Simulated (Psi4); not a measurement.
silver atom (Ag), doublet (core potentials on Ag). Base run: CAM-B3LYP/def2-SVP (Psi4).

Here is a job for Psi4.
```
memory 2 GB

molecule mol {
0 2
Ag    0.000000    0.000000    0.000000
}

set {
  basis def2-svp
  reference uks
}

energy('cam-b3lyp')
print_variables()
```

Variants of this job, named by their change:

```tsv
change	ΔE vs base (mEh)	SCF cycles	grid points	basis functions	outcome
base	0.000	10	20832	31	converged
damping_percentage = 50	-	-	-	31	stopped with an error
guess = sapgau	0.000	12	20832	31	converged
dft_radial_points = 150	-0.002	10	41042	31	converged
scf_type = disk_df	0.000	10	20832	31	converged
dft_spherical_points = 590	0.000	10	40680	31	converged
guess = modhuckel	0.000	7	20832	31	converged
e_convergence = 1e-10	0.000	11	20832	31	converged
df_basis_scf = cc-pvtz-jkfit	-	-	-	31	input refused
scf_type = direct	0.034	12	20832	31	converged
scf_initial_accelerator = none	0.000	10	20832	31	converged
dft_spherical_points = 974	0.000	10	66232	31	converged
scf_initial_accelerator = ediis	0.000	10	20832	31	converged
```

Open shells are given as the SCF converged; they aren't shown to be the lowest states, and a large step between rows can be another state.

- damping_percentage = 50: ended with `Exception: ADIIS minimization failed. File a bug, and include your entire input and output files.`
- df_basis_scf = cc-pvtz-jkfit: ended with `psi4.driver.qcdb.exceptions.BasisSetNotFound: BasisSet::construct: Unable to find a basis set for atom 1 for key JKFIT among:`
